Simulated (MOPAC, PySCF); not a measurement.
C4H8BN, SMILES `B/C(N)=C/C=C`, neutral singlet in the gas phase. 

Cartesian coordinates (Å):
SMILES: B/C(N)=C/C=C
```xyz
14

B      2.1450     0.8107    -0.6205
C      1.0165    -0.0637    -0.0633
N      1.3242    -1.2715     0.5319
C     -0.2634     0.3855    -0.2305
C     -1.4638    -0.2820     0.1892
C     -2.6926     0.2240     0.0352
H      3.2918     0.4768    -0.5051
H      1.8754     1.8372    -1.1675
H      2.2797    -1.3861     0.8206
H      0.6588    -1.6848     1.1630
H     -0.3804     1.3376    -0.7350
H     -1.3715    -1.2652     0.6456
H     -2.8452     1.1965    -0.4216
H     -3.5746    -0.3150     0.3581
```
Charge 0, spin multiplicity 1.

All levels are single points at this geometry (PBE0-D4/def2-TZVP); Pople sets use spherical d functions. Orbital energies aren't observables, and empty levels follow the basis.

| level | HOMO (eV) | LUMO (eV) | gap (eV) | dipole (D) | vertical IE, Delta-SCF (eV) |
|---|---|---|---|---|---|
| B3LYP-D3(BJ)/def2-TZVP in PySCF | -5.74 | -2.28 | 3.46 | 1.87 | 7.77 |
| PBE0-D4/def2-TZVP in PySCF | -5.92 | -2.11 | 3.81 | 1.86 | 7.77 |
| B3LYP/3-21G in PySCF | -5.25 | -1.91 | 3.34 | 2.12 | – |
| B3LYP/6-31G* in PySCF | -5.36 | -1.88 | 3.48 | 1.96 | 7.49 |
| M06-2X/6-31G* in PySCF | -6.62 | -0.92 | 5.70 | 1.73 | – |
| PBE/6-31G* in PySCF | -4.62 | -2.56 | 2.06 | 2.15 | 7.50 |
| SVWN5/6-31G* in PySCF | -4.79 | -2.78 | 2.00 | 2.21 | 7.72 |
| HF/3-21G in PySCF | -7.62 | 1.61 | 9.24 | 1.66 | – |
| HF/6-31G* in PySCF | -7.63 | 1.79 | 9.42 | 1.54 | – |
| HF/STO-3G in PySCF | -5.77 | 4.84 | 10.61 | 1.32 | – |
| PM3 in MOPAC | -8.18 | -0.80 | 7.38 | 1.62 | – |
| PM6 in MOPAC | -8.22 | -0.91 | 7.31 | 1.73 | – |
| PM7 in MOPAC | -8.26 | -1.16 | 7.11 | 1.76 | – |
